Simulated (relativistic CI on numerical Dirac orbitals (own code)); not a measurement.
Method of calculation: Dirac-Coulomb-Breit CI, orbitals from a KLI potential per configuration, model QED (radiative potential, 1s self-energy scaled to tabulated hydrogen-like ionisation energies), unscaled Slater integrals (own radial code, finite nucleus).

Configuration list (outside the closed core 1s2): 2s2.2p2, 2s.2p3, 2p4, 2p3.3s, 2p3.3p, 2s2.2p.3s, 2p3.3d, 2s2.2p.3p, 2s2.2p.3d, 2s.2p2.3s, 2s.2p2.3p, 2s.2p2.3d, 2s2.2p.4s, 2s2.2p.4p, 2s2.2p.4d, 2s2.2p.4f, 2s2.3s2, 2s.2p2.4s, 2s2.3s.3p, 2s.2p2.4p, 2s.2p2.4d, 2s.2p2.4f, 2s2.3s.3d, 2s2.2p.5s, 2s2.3p2, 2s2.2p.5p, 2s2.2p.5d, 2s2.2p.5f, 2s2.2p.5g, 2s2.3p.3d, 2s.2p.3s2, 2s2.3d2, 2s.2p.3s.3p, 2s.2p.3s.3d, 2s.2p.3p2, 2s.2p.3p.3d. Levels of other configurations are missing.

At this charge energies of transitions that change n are usually good to better than 1 %, and those within a shell (Δn = 0) to a few per cent.

Outline of the computed level scheme of W LXIX. Lowest level of each configuration: 2s2.2p2 3P_0 at 0.0 eV; 2s.2p3 3P°_2 at 1715.0 eV; 2p4 3P_2 at 3559.7 eV; 2s2.2p.3s 3P°_0 at 10404.9 eV; 2s2.2p.3p 3D_1 at 10493.7 eV; 2s.2p2.3s 5P_1 at 10681.6 eV; 2s.2p2.3p 3P°_1 at 10779.3 eV; 2s2.2p.3d 3F°_2 at 10999.3 eV; 2s.2p2.3d 3D_1 at 11278.1 eV.

Some strong electric-dipole decays among the lowest 45 levels: 2s2.2p.3d 3D°_1 → 2s2.2p2 3P_0 (1.9e+15 s⁻¹); 2s.2p2.3d 3D_3 → 2s.2p3 3P°_2 (1.5e+15 s⁻¹); 2s2.2p.3d 3F°_3 → 2s2.2p2 1D_2 (1.5e+15 s⁻¹); 2s2.2p.3d 3P°_2 → 2s2.2p2 3P_1 (1.4e+15 s⁻¹); 2s.2p2.3d 3F_2 → 2s.2p3 3D°_1 (1.4e+15 s⁻¹); 2s.2p2.3p 3P°_1 → 2s2.2p2 3P_0 (5.6e+14 s⁻¹); 2s.2p2.3p 3D°_1 → 2s2.2p2 3P_0 (5.5e+14 s⁻¹); 2s.2p2.3d 3D_2 → 2s.2p3 3P°_2 (2.8e+14 s⁻¹).

LS names give the leading component of a level, which can be under half, so a name can repeat, a term be missing and a line seem to break the LS rules.
